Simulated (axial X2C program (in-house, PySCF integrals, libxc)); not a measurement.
What spin–orbit coupling does to AlZr

Computed with an axial X2C code built on PySCF integrals. Spin-free means the one-electron spin-free X2C Hamiltonian; two-component (2c) means X2C with spin–orbit coupling and atomic mean-field two-electron Coulomb and Gaunt terms, so the difference of the two also holds small scalar two-electron terms. Basis: Zr dyall-cv3z [11s12p9d6f3g], Al dyall-v3z [8s8p2d1f] (cores contracted in-house); Gaussian nuclei, density fitting, unrestricted open shells. Masses: Zr 89.905 u, Al 26.982 u.

Spin-free state: M_S = 5/2, Λ = 2 (beyond evenly filled blocks: 2 × σα, π+α, π-α, δ+α); fragments Zr + Al.

```json
{"level": "PBE0", "Re (Å)": "2.616", "ωe (cm⁻¹)": "304.6", "μ (D)": "-2.76"}
{"level": "PW91", "Re (Å)": "2.644", "ωe (cm⁻¹)": "287.7", "μ (D)": "-2.17"}
```

Dipoles are positive if Al is the positive end.

Two-component determinant lowest at the distance of the search:

Ω = 1/2 (⟨Sz⟩ = 2.50, ⟨Lz⟩ = -2.00 at PBE0); fragments Zr + Al.

```tsv
level	Re (Å)	ωe (cm⁻¹)	μ (D)
PBE0	2.616	304.4	-2.77
PW91	2.644	287.5	-2.17
```

Question: From the two tables, how do the constants change at the PBE0 level (2c against spin-free)?

Answer: At the PBE0 level Re is unchanged within 0.001 Å and ωe doesn't move by more than 0.2 cm⁻¹.

One determinant describes the state; a PBE0 search over occupations chose it and may have missed a lower one. De is not given where an atomic determinant may have missed its ground term or J level, or where the truncated virtual space spoils (T). Density functionals use the spin component along the axis (collinear). Other states lie close and PBE0, whose exact exchange favours high spin, may order them wrongly; the determinant shown need not be the ground state. The nearest other spin-free determinant of the search, M_S = 3/2, Λ = 0, lies 0.31 eV up at the distance of the search. The functionals have no current-density term, which raises determinants with orbital currents, atoms included. Where the spin of this state cannot come from the lowest atoms of a level, the curve heads to a higher limit and no De is given. With several unpaired electrons one determinant need not be a pure state.
